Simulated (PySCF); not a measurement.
## How methods differ on the ionisation energy of Ni²⁺

Ni²⁺ [Ar] 3d8 [3d3/2^4 3d5/2^4, M_J = 4] → Ni³⁺ [Ar] 3d7 [3d3/2^4 3d5/2^3, M_J = 9/2], as a difference of total energies. Calculation: PySCF 2.14, in x2c-SVPall-2c (5s5p3d1f, 42 functions); the two-component X2C-1e Hamiltonian. Correlated levels: [Ne] frozen; the 6 highest virtual spinors dropped. "Screened" scales the spin-orbit matrix elements by Boettger's factors to mimic the two-electron term; Breit and QED terms are absent.

| method | ionisation energy (eV) | error (eV) |
| --- | --- | --- |
| GHF (spin-free) | 32.880 | -2.307 |
| GMP2 (spin-free) | 34.637 | -0.550 |
| GHF (screened spin-orbit) | 32.861 | -2.326 |
| GMP2 (screened spin-orbit) | 34.618 | -0.569 |

Reference: 35.187 ± 0.019 eV (measured; NIST Atomic Spectra Database, ionization energies).

Errors of the correlated levels include the incompleteness of this basis and the frozen core.

The labels give the starting determinants; with spin-orbit coupling the two ends relaxed to ⟨J²⟩ = 20.01, ⟨L²⟩ = 12.01, ⟨S²⟩ = 2.00 and ⟨J²⟩ = 24.75, ⟨L²⟩ = 12.03, ⟨S²⟩ = 3.74.
